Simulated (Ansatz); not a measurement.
Isolated molecules relaxed with PBE0-D4/def2-TZVP in Ansatz; ΔE leaves out vibrations. CCSD(T)/CBS adds triple-zeta CCSD(T) − MP2 to the extrapolated MP2 energy (def2 sets, frozen cores). DFT in def2-TZVPP. B3LYP here is the variant with VWN-RPA as its local correlation; programs differ in this. HSE06 is defined as in plane-wave codes. def2 core potentials past Kr. For In, Sn outer-core shells are correlated without core-valence functions, which leaves a few kJ/mol of doubt a bond. One conformer a species, not always the lowest.

Reaction (redistribution): `[NH2][In]([OH])[O][SiH3]` + `[F][SnH3]` → `[OH][In]([F])[O][SiH3]` + `[NH2][SnH3]`

| level | ΔE (kJ/mol) | difference from CCSD(T)/CBS |
| --- | --- | --- |
| r2SCAN-D4 | 28.6 | -0.9 |
| PBE0-D4 | 27.7 | -1.8 |
| B3LYP-D4 | 28.8 | -0.7 |
| r2SCAN0-D4 | 29.0 | -0.5 |
| CAM-B3LYP-D4 | 29.8 | 0.3 |
| ωB97M-V | 28.3 | -1.2 |
| B2PLYP | 27.0 | -2.5 |
| revPBE | 24.2 | -5.3 |
| PBE0 | 27.0 | -2.5 |
| HSE06 | 26.9 | -2.6 |
| CAM-B3LYP | 29.0 | -0.5 |
| RPA@PBE/def2-TZVPP | 25.4 | -4.1 |
| HF/def2-SVP | 20.3 | -9.2 |
| SCS-MP2/def2-TZVPP | 26.0 | -3.5 |
| CCSD/def2-TZVPP | 25.9 | -3.6 |
| MP2/def2-QZVPP | 28.6 | -0.9 |
| CCSD(T)/CBS | 29.5 | 0 |

Largest T1 diagnostic among the species: 0.017.

Leaving LDA and LC-ωPBE aside and taking each functional with its dispersion term where it has one, the values, not all of them listed here, spread over 4.9 kJ/mol, from revPBE-D4 to CAM-B3LYP-D4. LDA lies +5.9 kJ/mol from PBE without D4. At CCSD(T), def2-SVP lies −9.8 kJ/mol from the extrapolated value and def2-TZVPP −3.7 kJ/mol.

CCSD(T)/CBS has its own doubt, a few kJ/mol and more with outer-core shells, so smaller differences from it don't rank the levels.
